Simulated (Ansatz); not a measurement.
`[NH]=[Ta]([NH2])([OH])[OH]` and `[NH]=[V]([NH2])([OH])[OH]` differ in one element.

Ansatz, PBE0-D4/def2-TZVP geometries, multiplicity 1. Each molecule was computed in one conformer, which needn't be the lowest.

Elements past krypton have def2 core potentials. Scalar relativity is left out up to krypton.

| property | `[NH]=[Ta]([NH2])([OH])[OH]` |
| --- | --- |
| HOMO energy (B3LYP/def2-TZVPP) / eV | -7.22 |
| HOMO–LUMO gap (ωB97M-V/def2-TZVPP) / eV | 11.16 |
| LUMO energy (ωB97M-V/def2-TZVPP) / eV | 1.32 |
| HOMO–LUMO gap (PBE0/def2-TZVPP) / eV | 7.58 |
| HOMO–LUMO gap (PBE/def2-TZVPP) / eV | 5.39 |
| HOMO energy (PBE0/def2-TZVPP) / eV | -7.47 |

Give the same properties after the change, and the shifts. (Estimate.)

Ansatz gave: 
| property | `[NH]=[V]([NH2])([OH])[OH]` | shift |
| --- | --- | --- |
| HOMO energy (B3LYP/def2-TZVPP) / eV | -7.10 | 0.12 |
| HOMO–LUMO gap (ωB97M-V/def2-TZVPP) / eV | 10.39 | -0.77 |
| LUMO energy (ωB97M-V/def2-TZVPP) / eV | 0.75 | -0.57 |
| HOMO–LUMO gap (PBE0/def2-TZVPP) / eV | 5.86 | -1.72 |
| HOMO–LUMO gap (PBE/def2-TZVPP) / eV | 3.56 | -1.83 |
| HOMO energy (PBE0/def2-TZVPP) / eV | -7.33 | 0.14 |

With PBE0 the HOMO rises by 0.14 eV and the LUMO falls by 1.58 eV, so the gap narrows by about 1.72 eV. PBE moves the HOMO by 0.10 eV and ωB97M-V by 0.19 eV.

B3LYP here is the variant with VWN-RPA as its local correlation; programs differ in this.
